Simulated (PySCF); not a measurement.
Isomers of C3H10Si. All species are isolated molecules in the gas phase. One relaxed conformer stands for each flexible species; it need not be the lowest. Strings in code marks are SMILES.

Method: TPSSh-D3(BJ)/def2-TZVP // PBE0-D3(BJ)/def2-TZVP (PySCF). Excitations are Tamm–Dancoff values on a coarser integration grid. The basis has no diffuse functions, so Rydberg states are missing or too high.

```csv
species,S1 excitation (TDA) (eV),brightest of the four lowest singlets (TDA) (eV),HOMO–LUMO gap (eV),HOMO (eV),S1–T1 gap (TDA) (eV),S1 oscillator strength
`C[SiH](C)C`,8.27,8.27,8.72,-7.85,0.22,0.061
`[SiH2](C)CC` (C–C–Si–C torsion 180°),7.85,8.56,8.28,-7.57,0.37,0.008
`CCC[SiH3]` (C–C–C–Si torsion 180°),7.92,7.92,8.29,-7.81,0.50,0.117
```
